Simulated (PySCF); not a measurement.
## Ionisation energy of Ti(17+) by level of theory

Ti(17+) [He] 2s2 2p1 (2P) → Ti(18+) [He] 2s2 (1S), as a difference of total energies. Computed with PySCF 2.14 in an uncontracted even-tempered set (17 s from 2.7 bohr⁻², ratio 2.5; 10 p from 3.5 bohr⁻², ratio 2.5; 5 d from 16 bohr⁻², ratio 2.7; 5 f from 24 bohr⁻², ratio 2.7), with the spin-free X2C one-electron Hamiltonian (Gaussian nucleus). Correlated levels: nothing frozen; virtual orbitals above 40 to 60 times the deepest correlated orbital energy dropped. The calculations carry no spin-orbit coupling.

| method | ionisation energy (eV) |
| --- | --- |
| UHF | 1217.5 |
| MP2 (all electrons) | 1217.2 |
| SCS-MP2 (all electrons) | 1216.9 |
| CCSD (all electrons) | 1216.0 |
| CCSD(T) (all electrons) | 1216.0 |

A first-order spin-orbit estimate (lowest level to lowest level, LS coupling) adds 4.712 eV.

For comparison: 1220.3 ± 0.5 eV (semi-empirical (NIST evaluation); NIST Atomic Spectra Database, ionization energies).
